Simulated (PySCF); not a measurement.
C₃H₃N₂, SMILES C1=CN=C[N]1, multiplicity 2.

Coordinates come from a PBE-D3(BJ)/def2-SVP optimisation. The isomer is the one that the SMILES or the coordinates give; other isomers of the formula were not compared.

Calculation: TDA-PBE/def2-SVPD (PySCF).

Vertical excitations. The molecule is in vacuum.

Q: Give excitation energies, oscillator strengths and character. (Estimate from the structure and the level; the computed values follow.)

A: 
```
state    energy (eV)  λ (nm)      f                                                    main pairs
-------  -----------  ------  -----  ------------------------------------------------------------
root 1          1.22    1019  0.000                                             β HOMO→LUMO 100 %
root 2          1.84     675  0.000                                           β HOMO−1→LUMO 100 %
root 3          1.98     627  0.000                                            β HOMO−2→LUMO 98 %
root 4          4.57     271  0.001                                           β HOMO−3→LUMO 100 %
root 5          4.90     253  0.003     α HOMO→LUMO 26 %, α HOMO−3→LUMO+1 7 %, β HOMO−4→LUMO 66 %
root 6          5.43     228  0.000                                            β HOMO−5→LUMO 97 %
root 7          5.59     222  0.000                        α HOMO−1→LUMO 77 %, β HOMO→LUMO+1 17 %
root 8          5.69     218  0.001                       α HOMO−1→LUMO+1 88 %, β HOMO→LUMO+2 7 %
root 9          6.10     203  0.018  α HOMO−3→LUMO+1 49 %, α HOMO→LUMO 35 %, β HOMO−2→LUMO+2 12 %
root 10         6.11     203  0.034                        α HOMO→LUMO+1 68 %, α HOMO−3→LUMO 24 %
```
Unrestricted roots are not spin-pure.
